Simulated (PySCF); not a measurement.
C₄H₉FSi, SMILES CC1(F)C[SiH2]C1. Atoms are numbered in the order given.

```xyz
15

C      1.3209    -1.3133     0.0000
C     -0.0663    -0.7042     0.0000
F     -0.9768    -1.7492     0.0000
C     -0.2974     0.2562    -1.1882
Si     0.0942     1.6824     0.0000
C     -0.2974     0.2562     1.1882
H      1.4546    -1.9399    -0.8939
H      1.4546    -1.9399     0.8939
H      2.0996    -0.5357     0.0000
H     -1.3737     0.2695    -1.4240
H      0.2681     0.0426    -2.1052
H      1.5181     2.1333     0.0000
H     -0.8013     2.8768     0.0000
H      0.2681     0.0426     2.1052
H     -1.3737     0.2695     1.4240
```

The structure is a stationary point at PBE0-D3(BJ)/def2-SVP. The structure was generated by enumeration, and PubChem lists no compound with its InChIKey, so it may never have been made.

The numbers are results of PySCF with HF/pcSseg-1, not measurements.

GIAO shieldings, no solvent; atoms listed in one row are averaged. δ = σ(ref) − σ: ¹³C against TMS (σ = 192.6 ppm); ¹⁹F against CFCl3 (σ = 238.5 ppm); ²⁹Si against TMS (σ = 393.8 ppm); ¹H against TMS (σ = 31.99 ppm), references at their B3LYP-D3(BJ)/def2-TZVP geometries, non-relativistic.

### Question
Estimate the chemical shifts. (The exact figures need the calculation; the answer reports its results.)

### Answer

| nucleus | atoms | count | δ (ppm) |
|---|---|---|---|
| ¹³C | C2 | 1 | 83.9 |
| ¹³C | C1 | 1 | 29.1 |
| ¹³C | C4, C6 | 2 | 24.5 |
| ¹⁹F | F3 | 1 | -100.0 |
| ²⁹Si | Si5 | 1 | -48.2 |
| ¹H | H13 | 1 | 4.40 |
| ¹H | H12 | 1 | 4.09 |
| ¹H | H10, H15 | 2 | 2.00 |
| ¹H | H7, H8, H9 | 3 | 1.71 |
| ¹H | H11, H14 | 2 | 1.55 |
